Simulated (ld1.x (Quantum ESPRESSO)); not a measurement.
# What one change does to a pseudopotential (Yb, PAW)

* Element: ytterbium (Yb)
* Generator: ld1.x (Quantum ESPRESSO) 7.5
* Type: PAW
* Functional: PBE
* Relativity: scalar-relativistic
* Frozen core: [Kr] 4d10
* Valence charge: 24
* Reference configuration: 4f14 5s2 5p6 5d0 6s1.5 6p0 (charge +0.5)
* Partial waves: 5s (bound): rcut 1.55, rcutus 1.85 bohr; 6s (bound): rcut 1.55, rcutus 1.85 bohr; 5p (bound): rcut 2.65, rcutus 3.20 bohr; 6p (bound, empty): rcut 2.65, rcutus 3.20 bohr; 5d (bound, empty): rcut 2.65, rcutus 3.50 bohr; 5d channel at 1.8 Ry: rcut 2.65, rcutus 3.50 bohr; 4f (bound): rcut 1.00, rcutus 1.30 bohr; 4f channel at 0.9 Ry: rcut 1.00, rcutus 1.30 bohr
* Local potential: all-electron potential smoothed inside 1.40 bohr (lloc = -1)
* Core correction: a·sin(br)/r model core inside 1.00 bohr
* Augmentation charge: PSQ, inside the norm-conserving radii

All-electron outer shells of the reference configuration (PBE, scalar-relativistic, ld1.x):

```
shell  level (eV)  outermost node (bohr)  outermost maximum (bohr)
   4p     -341.44                   0.26                      0.48
   4d     -181.12                   0.24                      0.49
   5s      -58.16                   0.58                      1.07
   5p      -30.66                   0.62                      1.24
   6s       -6.50                   1.46                      3.16
   4f       -6.21                      –                      0.49
   5d       -3.39                   0.70                      2.02
   6p       -3.22                   1.80                      4.32
```

Change: waves 5d (bound): rcut 2.12, rcutus 2.24 bohr; 5d channel at 1.8 Ry: rcut 2.12, rcutus 2.24 bohr.

Cutoffs: the cutoffs (Ry, on a coarse ladder) from which the occupation-weighted sum of valence levels, in a spherical-Bessel basis at the reference potential, stays within 10 and 1 mRy of its value at 400 Ry; they do not see the model core or the augmentation charge, which bear on the density cutoff. Errors are all-electron minus pseudo energies relative to the spin-unpolarised reference configuration.

Task: Predict the effect on cutoff, ghosts and configuration errors.

Result: The potential gets neither clearly harder nor softer (120 Ry and 200 Ry → 120 Ry and 200 Ry); of the 7 tests that both files solve, the error grows in 0 and shrinks in 1 by more than 15 % and 0.3 meV (median size 1.0 → 1.0 meV); neither file shows a bound ghost.

| quantity | base | changed |
| --- | --- | --- |
| cutoff, loose | 120 Ry | 120 Ry |
| cutoff, tight | 200 Ry | 200 Ry |
| bound ghosts | none | none |
| error for 4f14 5s2 5p6 5d0 6s2 6p0, meV [ΔE -2.60 eV] | +1.9 | +1.9 |
| error for 4f14 5s2 5p6 5d0 6s1 6p0, meV [ΔE 3.94 eV] | -1.9 | -1.8 |
| error for 4f14 5s2 5p6 5d0 6s0 6p0, meV [ΔE 16.18 eV] | -6.5 | -6.5 |
| error for 4f14 5s2 5p6 5d0 6s0 6p2, meV [ΔE 3.45 eV] | -0.3 | -0.2 |
| error for 4f14 5s2 5p6 5d0.5 6s1.5 6p0, meV [ΔE -0.97 eV] | +1.0 | +0.6 |
| error for 4f13 5s2 5p6 5d0 6s0 6p0, meV [ΔE 42.77 eV] | -0.9 | -0.9 |
| error for 4f14 5s2 5p6 5d0 6s0 6p1, meV [ΔE 7.72 eV] | -1.0 | -1.0 |
| lowest overlap eigenvalue by channel | s 0.05, p 0.71, d 0.80, f 0.89 | s 0.05, p 0.71, d 0.63, f 0.89 |
